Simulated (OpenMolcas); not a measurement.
Ti2+ (d2) on a cation site of an ionic host was computed by CASSCF with the d shell active (OpenMolcas, ANO-RCC-VTZP on the metal). Its lowest spin-free states, and all those of the highest spin:

| 2S+1 | Degeneracy | E (cm-1) |
| --- | --- | --- |
| 3 | 1 | 0.0 |
| 3 | 3 | 5555 |
| 3 | 3 | 9628 |
| 1 | 2 | 12479 |
| 1 | 3 | 17876 |
| 1 | 1 | 19952 |
| 3 | 3 | 20508 |
| 1 | 3 | 22474 |
| 1 | 2 | 26844 |
| 1 | 3 | 27137 |
| 1 | 1 | 49922 |

Problem. Is the site octahedral, tetrahedral or cube-like, axial, or of lower symmetry?

Solution. The states with 2S+1 = 3 have orbital degeneracies 1, 3, 3, 3. Threefold states need a cubic site. For d2 at this spin an octahedron puts the threefold T1 below the threefold T2 and a tetrahedron or cube puts the single A2 below the threefold T2, so the site is a tetrahedron or a cube, which this pattern cannot tell apart. The first gap at this spin, 5550 cm-1, is |10Dq| in ligand-field theory. The run had Ti2+ with its 8 nearest fluoride ions at 2.373 Å, on the Sr site of SrF2 (a = 5.796 Å, distance in the model lattice 2.510 Å). The rest of the host is ab initio model potentials to 7.6 Å and point charges beyond; the distance is set by hand and nothing relaxes. Ligand basis ANO-RCC-VDZP.

Without dynamic correlation the repulsion within the d shell is too large (B by tens of per cent), so at a given field states of lower spin stand too high. Ligand-to-metal charge-transfer states are missing. With no ligand orbital active B as a rule stays too high, so bands that hang on it stand too high and its fall with covalency is understated. With metal d orbitals alone and no dynamic correlation 10Dq can be off by a tenth to a fifth, either way, in oxide and fluoride hosts. No measured value stands beside these numbers; the geometry was set by hand and not optimised.
